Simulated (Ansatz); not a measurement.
The cluster Pd₂H₃. Charge 0, multiplicity 2. Geometry PBE0-D4/def2-TZVP; atoms count from 1.

Cartesian coordinates in Å:
```
Pd -0.929 0.508 0.771
Pd 0.862 -0.848 -0.502
H 1.719 -0.426 -1.717
H -1.420 1.950 0.514
H -0.232 -1.183 0.934
```

In the def2 sets Pd takes a core potential; there is no spin–orbit coupling. The charge 0 doublet is spin-contaminated (final ⟨S²⟩ up to 0.98, 0.75 for a pure state). Another isomer (doublet) lies 1.79 eV lower at PBE0-D4/def2-TZVP; other spin states weren't run for this one.

(1) Estimate the Mulliken populations from the PBE0/def2-TZVP orbitals of Ansatz.

(2) Where does the spin sit?

(3) And the Mayer bond orders between heavy atoms (over 0.3)?

## Answers

(1) 
```json
{"atom": "Pd1", "charge (e)": "0.06", "spin (α − β)": "0.47", "d electrons": "9.06"}
{"atom": "Pd2", "charge (e)": "0.06", "spin (α − β)": "0.47", "d electrons": "9.06"}
{"atom": "H3", "charge (e)": "-0.02", "spin (α − β)": "0.03", "d electrons": "–"}
{"atom": "H4", "charge (e)": "-0.02", "spin (α − β)": "0.03", "d electrons": "–"}
{"atom": "H5", "charge (e)": "-0.08", "spin (α − β)": "-0.01", "d electrons": "–"}
```
Mulliken values depend strongly on the basis.

(2) Summed by element: Pd 0.95, H 0.05, of 1 unpaired in all. Largest on single atoms: Pd2 0.47, Pd1 0.47, H3 0.03.

(3) Pd1–Pd2 0.68 (2.58 Å).
